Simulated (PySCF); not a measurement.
# Steps of a relaxation of [ReO3F]−

[ReO3F]− (doublet; a saddle point, relaxed within its symmetry). PySCF 2.14.0, UKS TPSS, Re def2-SVP with ECP60, O def2-SVP, F def2-SVP; non-relativistic Hamiltonian with scalar-relativistic core potentials where named; density fitting; no spin-orbit coupling. Origin of the start: released along the symmetry-breaking force. Columns: position (Å) and force (eV/Å). Energies are counted from the last step; some of the 6 steps are shown. Forces carry noise of the integration grid, about 0.01 to 0.03 eV/Å.

Run from Python with OMP_NUM_THREADS=2. Where DIIS fails, smearing, a level shift and second-order steps follow.
It took 17 s on 2 threads of AMD EPYC 9R45 96-Core Processor (Zen 5), on a shared host, from the converged density of the start.

```xyz
5
step 0  E = 0.510 eV
Re    0.0036   -0.0409    0.0409     6.37    4.57   -4.57
O     1.1067    1.0783    0.9766    -1.02   -1.03   -0.83
O    -0.9937   -0.9564    0.9564    -4.48   -3.94    3.94
O     1.1067   -0.9766   -1.0783    -1.02    0.83    1.03
F    -1.0627    1.1220   -1.1220     0.16   -0.42    0.42
```

```xyz
5
step 2  E = 0.004 eV
Re    0.0348   -0.0116    0.0117    -0.23   -0.29    0.29
O     1.1225    1.0504    0.9294     0.06    0.00   -0.03
O    -1.0610   -0.9928    0.9928     0.20    0.24   -0.24
O     1.1225   -0.9294   -1.0504     0.06    0.03    0.00
F    -1.0580    1.1099   -1.1099    -0.08    0.02   -0.02
```

```xyz
5
step 3  E = 0.000 eV
Re    0.0343   -0.0146    0.0146     0.03    0.03   -0.03
O     1.1293    1.0462    0.9263     0.00    0.01    0.01
O    -1.0648   -0.9851    0.9851    -0.03   -0.01    0.01
O     1.1293   -0.9263   -1.0463     0.00   -0.01   -0.01
F    -1.0673    1.1063   -1.1063     0.00   -0.02    0.02
```

Q: Where does the relaxation end?

A: It converges at step 5 in Cs:
```xyz
5
step 5  E = 0
Re    0.0368   -0.0139    0.0140
O     1.1310    1.0467    0.9275
O    -1.0674   -0.9820    0.9820
O     1.1309   -0.9274   -1.0468
F    -1.0705    1.1031   -1.1032
```

Q: How did the contacts change?

A: 
| contact | start (Å) | end (Å) |
| --- | --- | --- |
| Re1–O2 (O) | 1.829 | 1.777 |
| Re1–O3 (O) | 1.634 | 1.759 |
| Re1–O4 (O) | 1.829 | 1.777 |
| Re1–F5 (F) | 1.960 | 1.929 |


Open shells may have lower solutions than the one found.
